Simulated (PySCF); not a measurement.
**NbO₂Cl: from structure and modes to constants**

Computed with PySCF, B3LYP, basis Nb def2-SVP with ECP28, O def2-SVP, Cl def2-SVP (scalar-relativistic core potentials, no spin–orbit coupling, density fitting).

The singlet minimum has Cs symmetry. Masses (u): Nb 92.90638, O 15.99492, Cl 34.96885.

```xyz
4
charge 0 multiplicity 1, angstrom
Nb   -0.2999    0.0000   -0.2507
O    -1.2198    1.3760    0.1867
O    -1.2198   -1.3760    0.1867
Cl    1.9209    0.0000    0.5162
```

Harmonic wavenumbers (cm⁻¹): 143.9 (a', ×1), 168.5 (a'', ×1), 324.6 (a', ×1), 422.4 (a', ×1), 980.8 (a'', ×1), 1019.4 (a', ×1).

(1) Find the principal moments of inertia and the rotational constants. What kind of rotor is it?

(2) What is the harmonic zero-point energy?

(3) Find the vibrational entropy and heat capacity at 298.15 K.

(4) Give the standard entropy (298.15 K, 1 bar) by its translational, rotational, vibrational and spin parts, and Cp.

Results:

(1) About the centre of mass I = 70.101, 201.26, 252.29 u Å². With B = 16.8576/I this gives 0.2405, 0.08376, 0.06682 cm⁻¹. The molecule is an asymmetric top with κ = -0.80.

(2) Half the sum of all 6 wavenumbers, 3060/2 = 1530 cm⁻¹, which is 18.3 kJ/mol (1 cm⁻¹ = 0.0119627 kJ/mol).

(3) With u = 1.43878 ω/T, each mode gives S = R[u/(eᵘ−1) − ln(1−e⁻ᵘ)] and C = R u² eᵘ/(eᵘ−1)².
```
ω (cm⁻¹)      u  S (J/(mol K))  C (J/(mol K))
   143.9  0.695          11.51           7.99
   168.5  0.813          10.26           7.87
   324.6  1.566           5.38           6.80
   422.4  2.038           3.70           5.95
   980.8  4.733           0.42           1.67
  1019.4  4.919           0.36           1.49
```
The sums over all modes are S = 31.6 and C = 31.8 J/(mol K); the softest mode gives 36 % of the entropy.

(4) Sackur–Tetrode with M = 159.87 u gives 172.1; rotation with symmetry number 1 gives 111.2; vibration 31.6; spin R ln 1 = 0.0. The total is 315.0 J/(mol K), and Cp = 4 R + 31.8 = 65.0 J/(mol K).

Only a few start shapes were tried, so a lower isomer may exist.
